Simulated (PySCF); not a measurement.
# Radial density of Cl⁺ (chlorine, charge +1)

BP86, [Ne] 3s2 3p4, high-spin 3P determinant. Calculation: PySCF 2.14, in def2-SVP (4s3p1d, 18 functions); no relativity, point nucleus.

```json
{"r (bohr)": "0.00157", "4πr²ρ (e/bohr)": "0.08920", "4πr²(ρα − ρβ)": "0.0000"}
{"r (bohr)": "0.00263", "4πr²ρ (e/bohr)": "0.2489", "4πr²(ρα − ρβ)": "0.0000"}
{"r (bohr)": "0.00443", "4πr²ρ (e/bohr)": "0.6785", "4πr²(ρα − ρβ)": "0.0000"}
{"r (bohr)": "0.00745", "4πr²ρ (e/bohr)": "1.752", "4πr²(ρα − ρβ)": "0.0001"}
{"r (bohr)": "0.0125", "4πr²ρ (e/bohr)": "4.137", "4πr²(ρα − ρβ)": "0.0003"}
{"r (bohr)": "0.0211", "4πr²ρ (e/bohr)": "8.809", "4πr²(ρα − ρβ)": "0.0010"}
{"r (bohr)": "0.0355", "4πr²ρ (e/bohr)": "15.33", "4πr²(ρα − ρβ)": "0.0046"}
{"r (bohr)": "0.0597", "4πr²ρ (e/bohr)": "19.67", "4πr²(ρα − ρβ)": "0.0215"}
{"r (bohr)": "0.100", "4πr²ρ (e/bohr)": "16.25", "4πr²(ρα − ρβ)": "0.0839"}
{"r (bohr)": "0.169", "4πr²ρ (e/bohr)": "13.42", "4πr²(ρα − ρβ)": "0.2245"}
{"r (bohr)": "0.284", "4πr²ρ (e/bohr)": "19.04", "4πr²(ρα − ρβ)": "0.2721"}
{"r (bohr)": "0.477", "4πr²ρ (e/bohr)": "13.45", "4πr²(ρα − ρβ)": "0.0214"}
{"r (bohr)": "0.803", "4πr²ρ (e/bohr)": "3.818", "4πr²(ρα − ρβ)": "0.4386"}
{"r (bohr)": "1.35", "4πr²ρ (e/bohr)": "4.378", "4πr²(ρα − ρβ)": "1.4041"}
{"r (bohr)": "2.27", "4πr²ρ (e/bohr)": "1.590", "4πr²(ρα − ρβ)": "0.5530"}
{"r (bohr)": "3.82", "4πr²ρ (e/bohr)": "0.1185", "4πr²(ρα − ρβ)": "0.0501"}
{"r (bohr)": "6.43", "4πr²ρ (e/bohr)": "1.450e-05", "4πr²(ρα − ρβ)": "0.0000"}
```
